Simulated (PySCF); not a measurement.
AlHI₂. Atoms are numbered in the order given.

```xyz
4

Al     0.0000     0.0000    -1.0941
H      0.0000     0.0000    -2.6627
I      0.0000    -2.1337     0.1593
I      0.0000     2.1337     0.1593
```
Charge 0, spin multiplicity 1.

Coordinates come from a B3LYP-D3(BJ)/def2-SVP optimisation. The def2 effective core potentials stand for the cores of I; spin–orbit coupling is left out.

All values below come from r2SCAN/def2-TZVPD in PySCF.

Mulliken values depend strongly on the basis, most of all with diffuse functions as here. ESP charges are fitted to the potential on shells at 1.4 to 2.0 van der Waals radii. Atomic charges (e):

| atom | ESP fit | Mulliken |
|---|---|---|
| Al1 | ? | 0.42 |
| H2 | ? | -0.11 |
| I3 | ? | -0.16 |
| I4 | ? | -0.16 |

Task: Some entries are withheld; supply them. (The exact figures need the calculation; the answer reports its results.)

Result: 
- Al1, ESP fit: 0.43
- H2, ESP fit: -0.13
- I3, ESP fit: -0.15
- I4, ESP fit: -0.15
